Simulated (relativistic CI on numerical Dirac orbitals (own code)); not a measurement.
**Slater and spin-orbit integrals, Au75+**

These numbers are calculated, not measured: Dirac-Coulomb-Breit CI, orbitals from a KLI potential per configuration, QED by a radiative potential, unscaled Slater integrals (own radial code, finite nucleus).

Slater integrals F^k, G^k are unscaled and averaged over j, outside the closed core 1s2; ζ comes from projecting the Hamiltonian with its Breit term on Σ l·s of the shell.

- 2s 2p: G^1(2s,2p) = 1.6687e+06, ζ(2p) = 1.0783e+07 cm⁻¹; <r>(2s) = 0.06759, <r^2>(2s) = 0.005447, <r>(2p) = 0.06033, <r^2>(2p) = 0.004448 (bohr units).
- 2p2: F^2(2p,2p) = 1.5479e+06, ζ(2p) = 1.0762e+07 cm⁻¹; <r>(2p) = 0.06038, <r^2>(2p) = 0.004455 (bohr units).
- 2p 3s: ζ(2p) = 1.0877e+07, G^1(2p,3s) = 172860 cm⁻¹; <r>(2p) = 0.0602, <r^2>(2p) = 0.004429, <r>(3s) = 0.1586, <r^2>(3s) = 0.02883 (bohr units).

Averages of the first 10 configurations, taken without configuration mixing, which lowers the lowest level and can move excited configurations by several eV; other configurations of the list can lie among them:

```
Configuration  Parity  States  Average energy above the lowest level (eV)
          2s2    even       1                                        11.3
        2s 2p     odd      12                                      1561.9
          2p2    even      15                                      3181.6
        2p 3s     odd      12                                     14392.3
        2p 3p    even      36                                     14860.6
        2s 3s    even       4                                     12812.0
        2s 3p     odd      12                                     13287.4
        2s 3d    even      20                                     13618.8
        2s 4s    even       4                                     17170.3
        2s 4p     odd      12                                     17367.3
```
